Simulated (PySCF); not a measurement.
# Ir (iridium, neutral) across methods

[Xe] 4f14 5d6 6s2 6p1, one real determinant (an excited configuration). All numbers are calculated (PySCF 2.14, scalar relativity through the core potential, in aug-cc-pVTZ-PP with one added diffuse shell each of s, p, d, f, g type with ECP60MDF (7s7p6d4f3g, 113 functions)). The B2PLYP total includes its PT2 part (frozen core); its orbital energies are those of the SCF part.

| method | E (hartree) | mean ε 6s α (eV) | mean ε 6s β (eV) | mean ε 6p α (eV) | Σ⟨r²⟩ (bohr²) | ⟨S²⟩ |
| --- | --- | --- | --- | --- | --- | --- |
| PBE | -104.2392 | -8.887 | -7.046 | -2.879 | 65.36 | 8.756 |
| B2PLYP | -104.0114 | -10.623 | -8.307 | -4.122 | 65.58 | 8.758 |
| LDA | -104.0230 | -9.108 | -7.441 | -2.943 | 65.09 | 8.755 |
| r2SCAN | -104.2534 | -9.247 | -7.056 | -3.038 | 64.83 | 8.761 |
| M06-2X | -104.1087 | -11.261 | -7.970 | -4.471 | 64.06 | 8.772 |
| LC-wPBE | -104.2261 | -12.427 | -9.897 | -5.796 | 63.85 | 8.757 |
| UHF | -103.47124 | -12.169 | -8.664 | -5.334 | 65.97 | 8.763 |

**Question.** Estimate the same row for PBE0.

**Answer.** E (hartree) = -104.2026; mean ε 6s α (eV) = -9.887; mean ε 6s β (eV) = -7.712; mean ε 6p α (eV) = -3.618; Σ⟨r²⟩ (bohr²) = 64.91; ⟨S²⟩ = 8.757.

⟨L²⟩ = 8.13 against 12 for a pure F term, so this real determinant mixes terms. Energies and moments cover only the electrons outside the core potential. Spin-orbit coupling, absent here, splits the open shell strongly.
